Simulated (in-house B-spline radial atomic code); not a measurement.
The numbers below are computed, except where a source is named.
# Making a Troullier-Martins d channel for Sb, r_c = 0.63 bohr

Sb, [Kr] 4d10 5s2 5p3, non-relativistic LDA (VWN5), spherical and spin-unpolarised, from a B-spline radial code for spherical atoms (atomic units). The all-electron 4d level is ε = -1.297335 hartree, its outermost node lies just inside 0.38 bohr and its outer maximum at 0.84 bohr.

Inside r_c the pseudo-orbital is u(r) = r^3 exp(p(r)), with p = c0 + c2 r² + c4 r⁴ + … + c12 r¹². The seven coefficients follow from p and its first four derivatives at r_c, from zero curvature of the screened potential at the origin, c4 = −c2²/(2l + 5), and from the norm inside r_c. At r_c the all-electron orbital has P = 0.8944452, P' = 1.956454, the screened potential V = -15.77416, V' = 52.36305, V'' = -223.8491, and the norm inside is Q = 0.1380143.

Q: What are p, p' and p'' at r_c?

A: p = ln(P/r_c^3) = ln(0.8944452/0.250047) = 1.27455. p' = P'/P − 3/r_c = 2.18734 − 4.76190 = -2.57457. The radial equation gives p'' = 2(V − ε) − 2(3) p'/r_c − p'² = -28.95365 − (-24.51969) − 6.62840 = -11.06236. Differentiating, p''' = 2V' + 2(3)p'/r_c² − 2(3)p''/r_c − 2p'p'' = 114.2, and p'''' = 2V'' − 4(3)p'/r_c³ + 4(3)p''/r_c² − 2(3)p'''/r_c − 2p''² − 2p'p''' = -1402.9.

For a trial c2 the five matching conditions are linear in c0, c6, c8, c10 and c12, and c2 is varied until the norm inside r_c equals Q. The root nearest zero gives:

```
 n        c_n
 0   4.522954
 2  -19.78925
 4  -43.51273
 6   750.9389
 8  -2667.692
10   4016.243
12  -2263.309
```

Q: Check c4 and p(r_c), and find the screened pseudopotential at the origin.

A: −c2²/9 = -43.5127, as listed. The terms c_n r_c^n are 4.52295, -7.85435, -6.85454, 46.95133, -66.20032, 39.55719, -8.84770, which sum to 1.27456. Inverting the radial equation, V_l(r) = ε + 3 p'/r + (p'' + p'²)/2, so V_l(0) = ε + (2l + 3) c2 = -1.297335 + 7 × (-19.7893) = -139.8221 hartree, finite where the all-electron potential diverges.

Orbitals and screened potentials:

```json
{"r (bohr)": "0.063", "P": "-0.1434", "u": "0.02128", "V all-electron": "-611.7", "V pseudo": "-139.3"}
{"r (bohr)": "0.158", "P": "-0.5388", "u": "0.2181", "V all-electron": "-176.3", "V pseudo": "-124.5"}
{"r (bohr)": "0.252", "P": "-0.4966", "u": "0.4101", "V all-electron": "-84.86", "V pseudo": "-76.31"}
{"r (bohr)": "0.347", "P": "-0.1322", "u": "0.44", "V all-electron": "-49.19", "V pseudo": "-22.77"}
{"r (bohr)": "0.441", "P": "0.2945", "u": "0.4842", "V all-electron": "-31.87", "V pseudo": "1.342"}
{"r (bohr)": "0.536", "P": "0.6534", "u": "0.6679", "V all-electron": "-21.9", "V pseudo": "-7.095"}
{"r (bohr)": "0.63", "P": "0.8944", "u": "0.8944", "V all-electron": "-15.77", "V pseudo": "-15.77"}
```

Logarithmic derivatives P'/P at R = 0.93 bohr, for energies E around ε:

```tsv
E − ε (hartree)	all-electron	pseudo
-0.5	-0.0103848	-0.0125765
-0.25	-0.199957	-0.200561
-0.1	-0.318684	-0.318786
0	-0.400057	-0.400057
0.1	-0.483297	-0.483409
0.25	-0.611839	-0.612579
0.5	-0.836638	-0.839934
```

Q: With P(R) = 1.057672 and a norm of 0.4602973 inside R, what slope in energy does norm conservation fix?

A: d(P'/P)/dE = −2 × (norm inside R)/P(R)² = -0.8229 per hartree·bohr at E = ε, for both atoms, since orbital and norm agree at R. Differences over ±0.1 hartree give -0.8231 (all-electron) and -0.8231 (pseudo), which also hold third-order terms. Half a hartree below ε the two curves differ by -0.0022.
